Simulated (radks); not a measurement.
Question: Spin polarisation of the 4f7 shell in Eu. Start: [Xe] 4f(up 3.5, down 3.5) 6s2; electrons of 4f are moved from spin down to spin up, other shells keep equal spins. All-electron calculation, scalar-relativistic Kohn-Sham, PBE, spin-polarised, spherical densities, point nucleus. Program: a radial shooting solver on a logarithmic mesh with Libxc functionals. Estimate the energy gained and the exchange splitting at a moment of 6 Bohr magnetons.

Answer: At moment 6 the spin-polarisation energy is -6.165 eV and the 4f exchange splitting 4.069 eV, that is 0.678 eV per Bohr magneton; E = -I m^2/4 would give I = 0.685 eV.
